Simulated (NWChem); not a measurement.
Program: NWChem. System: C₂H₅OS, charge 1, spin multiplicity 1, at the geometry of a parent with another charge or spin, in a state set for the comparison that need not be this species' ground state. Level: MP2/def2-TZVP, 8 core orbitals frozen.

Part of the output:

```
             Northwest Computational Chemistry Package (NWChem) 7.3.0
             --------------------------------------------------------

                                NWChem Input Module
                                -------------------

 Scaling coordinates for geometry "geometry" by  1.889725989
 (inverse scale =  0.529177249)

                             Geometry "geometry" -> ""
                             -------------------------

 Output coordinates in angstroms (scale by  1.889725989 to convert to a.u.)

  No.       Tag          Charge          X              Y              Z
 ---- ---------------- ---------- -------------- -------------- --------------
    1 C                    6.0000     1.19658300    -0.55601600     0.89538800
    2 S                   16.0000     0.13907100    -0.09446300    -0.40181400
    3 C                    6.0000    -1.46357600    -0.50342700     0.36599100
    4 O                    8.0000     0.17289100     1.38611500    -0.60558200
    5 H                    1.0000     1.24109300    -1.61332700     1.17415200
    6 H                    1.0000     2.06412900     0.09281900     1.04244100
    7 H                    1.0000    -1.58685200     0.13771500     1.24881000
    8 H                    1.0000    -1.49943900    -1.56965200     0.62949500
    9 H                    1.0000    -2.22523200    -0.26841200    -0.38949300

 Effective nuclear repulsion energy (a.u.)     174.2744583655

            Nuclear Dipole moment (a.u.)
            ----------------------------
        X                 Y               Z
 ---------------- ---------------- ----------------
     0.0000094486    -0.0000056692    -0.0000018897


 Summary of "ao basis" -> "" (spherical)
 ------------------------------------------------------------------------------
       Tag                 Description            Shells   Functions and Types
 ---------------- ------------------------------  ------  ---------------------
 *                         def2-tzvp                  on all atoms

 Summary of "ao basis" -> "ao basis" (spherical)
 ------------------------------------------------------------------------------
       Tag                 Description            Shells   Functions and Types
 ---------------- ------------------------------  ------  ---------------------
 C                         def2-tzvp                11       31   5s3p2d1f
 S                         def2-tzvp                13       37   5s5p2d1f
 O                         def2-tzvp                11       31   5s3p2d1f
 H                         def2-tzvp                 4        6   3s1p

                                 NWChem SCF Module
                                 -----------------

  ao basis        = "ao basis"
  functions       =   160
  atoms           =     9
  closed shells   =    20
  open shells     =     0
  charge          =   1.00
  wavefunction    = RHF
  use symmetry    = F
  symmetry adapt  = F

 Summary of "ao basis" -> "ao basis" (spherical)
 ------------------------------------------------------------------------------
       Tag                 Description            Shells   Functions and Types
 ---------------- ------------------------------  ------  ---------------------
 C                         def2-tzvp                11       31   5s3p2d1f
 S                         def2-tzvp                13       37   5s5p2d1f
 O                         def2-tzvp                11       31   5s3p2d1f
 H                         def2-tzvp                 4        6   3s1p

 Forming initial guess at       0.1s

      Superposition of Atomic Density Guess
      -------------------------------------

 Sum of atomic energies:        -550.10551099

 Renormalizing density from      41.00 to     40

      Non-variational initial energy
      ------------------------------

 Total energy =    -543.186989
 1-e energy   =   -1075.372521
 2-e energy   =     357.911074
 HOMO         =      -0.651202
 LUMO         =      -0.448971

 Starting SCF solution at       6.3s

 ----------------------------------------------
         Quadratically convergent ROHF

 Convergence threshold     :          1.000E-07
 Maximum no. of iterations :          100
[...]
  ----- ------------  ---------------      ----- ------------  ---------------
   105      0.368797  4 O  px               108      0.336931  4 O  px
   111      0.218739  4 O  px

 Vector   20  Occ=2.000000D+00  E=-6.150184D-01
              MO Center=  2.7D-01,  4.1D-01, -2.5D-01, r^2= 2.4D+00
   Bfn.  Coefficient  Atom+Function         Bfn.  Coefficient  Atom+Function
  ----- ------------  ---------------      ----- ------------  ---------------
   107      0.299572  4 O  pz               110      0.273717  4 O  pz
   113      0.202672  4 O  pz                48     -0.172374  2 S  pz

 Vector   21  Occ=0.000000D+00  E=-2.587694D-01
              MO Center=  7.5D-01, -4.0D-01,  5.6D-01, r^2= 2.7D+00
   Bfn.  Coefficient  Atom+Function         Bfn.  Coefficient  Atom+Function
  ----- ------------  ---------------      ----- ------------  ---------------
    14      0.290411  1 C  pz                11      0.271247  1 C  pz
     8      0.251332  1 C  pz                51     -0.252560  2 S  pz
    12     -0.216105  1 C  px                48     -0.197577  2 S  pz
    13      0.189952  1 C  py                 9     -0.178822  1 C  px
     5      0.163781  1 C  s                  6     -0.156901  1 C  px

 Vector   22  Occ=0.000000D+00  E=-4.546226D-02
              MO Center=  4.1D-01, -6.1D-01,  1.9D-01, r^2= 4.9D+00
   Bfn.  Coefficient  Atom+Function         Bfn.  Coefficient  Atom+Function
  ----- ------------  ---------------      ----- ------------  ---------------
   133      1.376821  5 H  s                 50      0.681615  2 S  py
   104     -0.646715  4 O  s                 49      0.611650  2 S  px
    80      0.609588  3 C  px                13      0.588041  1 C  py
   151      0.545794  8 H  s                  5     -0.495600  1 C  s
    51     -0.461857  2 S  pz                81      0.327064  3 C  py

 Vector   23  Occ=0.000000D+00  E=-4.535284D-02
              MO Center=  3.2D-01, -1.1D+00,  6.7D-01, r^2= 6.3D+00
   Bfn.  Coefficient  Atom+Function         Bfn.  Coefficient  Atom+Function
  ----- ------------  ---------------      ----- ------------  ---------------
    73      2.421687  3 C  s                133     -1.492816  5 H  s
     5      1.434303  1 C  s                151     -1.275971  8 H  s
   139     -1.118813  6 H  s                145     -0.874128  7 H  s
    50      0.710695  2 S  py               157     -0.688731  9 H  s
   104     -0.599709  4 O  s                 12      0.433741  1 C  px

 center of mass
 --------------
 x =   0.04873260 y =   0.07831265 z =  -0.08986793

 moments of inertia (a.u.)
 ------------------
         248.304689713063         -18.274861025065         -16.514035999591
         -18.274861025065         308.048600388076          81.330432079584
         -16.514035999591          81.330432079584         365.727679267216

  Mulliken analysis of the total density
  --------------------------------------

    Atom       Charge   Shell Charges
 -----------   ------   -------------------------------------------------------
    1 C    6     6.03   0.86  1.12  0.55  0.79  0.05  1.08  1.26  0.25  0.01  0.06  0.00
    2 S   16    15.24   2.01  0.49  1.48  1.05  0.58  4.17  1.70  0.84  1.92  0.41  0.18  0.37  0.05
    3 C    6     6.35   0.85  1.12  0.48  0.74  0.03  1.21  1.48  0.35  0.02  0.06  0.00
    4 O    8     8.51   0.79  1.18  0.59  0.97  0.36  1.78  1.99  0.80  0.00  0.04  0.00
    5 H    1     0.74   0.25  0.43  0.04  0.02
    6 H    1     0.73   0.25  0.42  0.03  0.02
    7 H    1     0.79   0.26  0.46  0.06  0.02
    8 H    1     0.81   0.26  0.46  0.07  0.02
    9 H    1     0.79   0.25  0.45  0.05  0.02

       Multipole analysis of the density wrt the origin
       ------------------------------------------------

     L   x y z        total         open         nuclear
     -   - - -        -----         ----         -------
     0   0 0 0      1.000000      0.000000     41.000000

     1   1 0 0      0.468215      0.000000      0.000009
     1   0 1 0     -2.062631      0.000000     -0.000006
     1   0 0 1      1.472767      0.000000     -0.000002

     2   2 0 0    -12.358189      0.000000    133.953444
     2   1 1 0     -0.861985      0.000000     10.918645
     2   1 0 1      3.047545      0.000000     10.830771
     2   0 2 0    -21.907732      0.000000     85.902319
     2   0 1 1     -0.555538      0.000000    -45.386944
     2   0 0 2    -18.049399      0.000000     56.079759

                   NWChem MP2 Semi-direct Energy/Gradient Module
                   ---------------------------------------------

  Basis functions       =    160
  Molecular orbitals    =    160
  Frozen core           =      8
  Frozen virtuals       =      0
  Active alpha occupied =     12
  Active beta occupied  =     12
  Active alpha virtual  =    140
  Active beta virtual   =    140
  Use MO symmetry       = F
  Use skeleton AO sym   = F

  AO/Fock/Back tols     =   1.0D-09  1.0D-09  1.0D-09

 GA uses MA = F    GA memory limited = T

 Available:
  local mem=  1.26D+08
 global mem=  1.44D+08
 local disk=  0.00D+00
  mp2_memr nvloc                   140
  nvloc new                   140
   1 passes of  12:        5242880                     136190                  72117815.
   1 passes of  12: M    126148200           G      144128000           F     120905320.

 Semi-direct pass number   1 of   1  for RHF alpha+beta  at      104.1s
  vrange nnbf                 12618
  mp2_eaftype                   275  avail_ma_in_mb                  1099
 EAF : mp2_eaftype filesize         275   36058907.
  mp2_eaf for mointskh                    275
Node 0 wrote    169.6 Mb in      0.1 s     Agg I/O rate:  1355.1 Mb/s
 Done moints_semi at      122.9s
  mp2_eaftype                   275  avail_ma_in_mb                   824
 EAF : mp2_eaftype filesize         275   36058907.
  mp2_eaf for kh                   275
 Done maket at      123.8s
 Done multipass loop at      123.8s

          -------------------------------------------
          SCF energy                -550.700880982903
          Correlation energy          -0.731416100316
          Singlet pairs               -0.466589231355
          Triplet pairs               -0.264826868961
          Total MP2 energy          -551.432297083219
          -------------------------------------------

          ---------------------------------------------------
                    Spin Component Scaled (SCS) MP2
          Same spin pairs                     -0.176551245974
          Same spin scaling factor             0.333333333333
          Opposite spin pairs                 -0.554864854342
          Opposite spin scaling fact.          1.200000000000
          SCS-MP2 correlation energy          -0.724688240535
          Total SCS-MP2 energy              -551.425569223438
          ---------------------------------------------------

 -----------------------
 Performance information
 -----------------------

 Timer overhead =  1.92D-07 seconds/call

               Nr. of calls         CPU time (s)                 Wall time (s)                GFlops
             ---------------    -------------------     ------------------------------   -------------------
Name         Min   Avg   Max    Min     Avg     Max     Min     Avg     Max   Mx/calls   Min     Max     Sum
mp2: moin     1     1     1    19.     19.     19.      19.     19.     19.     19.      0.0     0.0     0.0
mp2: make     1     1     1   0.84    0.84    0.84     0.84    0.84    0.84    0.84      0.0     0.0     0.0
mp2: tota     1     1     1    20.     20.     20.      20.     20.     20.     20.      0.0     0.0     0.0

 The average no. of pstat calls per process was 3.00D+00
 with a timing overhead of 5.77D-07s

 Task  times  cpu:      123.8s     wall:      123.8s

 Total times  cpu:      123.8s     wall:      123.8s
```

Write an NWChem input that would produce this output.

One answer among several that fit: 
```
start mol
memory heap 200 mb stack 900 mb global 1100 mb
charge 1
geometry units angstroms nocenter noautoz noautosym
  C      1.196583    -0.556016     0.895388
  S      0.139071    -0.094463    -0.401814
  C     -1.463576    -0.503427     0.365991
  O      0.172891     1.386115    -0.605582
  H      1.241093    -1.613327     1.174152
  H      2.064129     0.092819     1.042441
  H     -1.586852     0.137715     1.248810
  H     -1.499439    -1.569652     0.629495
  H     -2.225232    -0.268412    -0.389493
end
basis spherical
  * library def2-tzvp
end
scf
  rhf
  nopen 0
  maxiter 100
  thresh 1e-7
  semidirect memsize 60000000 filesize 0
end
mp2
  freeze core 8
end
task mp2 energy
```
